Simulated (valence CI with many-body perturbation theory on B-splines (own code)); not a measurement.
## Valence orbitals of Lu LI

Method: valence CI with perturbative core correlation (CI+MBPT): three valence electrons over a frozen Dirac-Fock core [Ar], a basis of 7 s, 7 p, 8 d, 6 f, 4 g, 1 h functions for each j, with the one-electron correlation potential Σ1 (screened to all orders), the two-electron term Σ2, the three-electron term Σ3, Breit, model QED; selected single and double excitations, second order for the rest, scaled by the run's own slope (own B-spline code, finite nucleus).

The last digits are not significant, and no measured levels were compared; by estimate large intervals hold to a few tenths of a per cent, small ones and those within an open d or f shell to about a per cent. Only levels of the ground parity were solved; by the run's estimate the other parity begins above the list, which can be wrong where configurations are misplaced.

These are the spectroscopic orbitals of the CI (the correlating ones are not listed), shaped by the core and the other valence electrons. h is the expectation value of the core's Dirac-Fock operator, without the valence repulsion; Σ1 is computed up to l = 3 at one energy for each symmetry, that of its lowest orbital but kept below the first core excitation, so for empty shells it is not the orbital's own correlation shift; Breit and QED include the response of the core.

```csv
Orbital,h (hartree),Σ1 (cm⁻¹),Breit (cm⁻¹),QED (cm⁻¹),⟨r⟩ (bohr)
4s1/2,-105.78,-8408,14128,10863,0.3859
5s1/2,-65.033,-3235,6775,5325,0.6263
6s1/2,-44.023,-1627,3709,2975,0.9265
4p1/2,-102.86,-11304,22650,320,0.3790
5p1/2,-63.582,-4072,11086,170,0.6230
6p1/2,-43.202,-2002,6139,98.4,0.9267
4p3/2,-98.934,-10484,13322,1315,0.3952
5p3/2,-61.667,-3945,6576,663,0.6431
6p3/2,-42.126,-1970,3980,376,0.9510
3d3/2,-176.54,-22187,27878,-1982,0.1735
4d3/2,-94.875,-11107,10674,-576,0.3724
5d3/2,-59.711,-4243,5198,-261,0.6272
3d5/2,-174.15,-20221,14849,-623,0.1771
4d5/2,-93.973,-10520,5659,-92.1,0.3768
5d5/2,-59.26,-3972,2722,-23.4,0.6326
4f5/2,-90.342,-28753,1647,-425,0.3337
5f5/2,-57.584,-11059,712,-198,0.5948
4f7/2,-90.009,-22876,21.0,-216,0.3357
5f7/2,-57.406,-8829,72.6,-91.1,0.5973
5g7/2,-56.434,,153,-61.2,0.5328
5g9/2,-56.348,,-44.8,-7.8,0.5341
```

Among the shells of the start configuration 3d3, Σ1 is largest in size for 3d3/2, where it is 0.057 % of h.

Lowest root of each symmetry, sizes in configuration state functions:

```csv
J,Parity,Roots,Reference,Variational,Second order,Change by selected CI (cm⁻¹),Change by second order (cm⁻¹)
1/2,even,2,54,2147,220,-6170,0
3/2,even,5,90,3922,2394,-6054,0
5/2,even,5,102,4695,5113,-4405,0
7/2,even,3,89,4527,506,-5333,0
9/2,even,3,68,3836,442,-5366,0
11/2,even,1,37,2575,577,-5562,-1
```
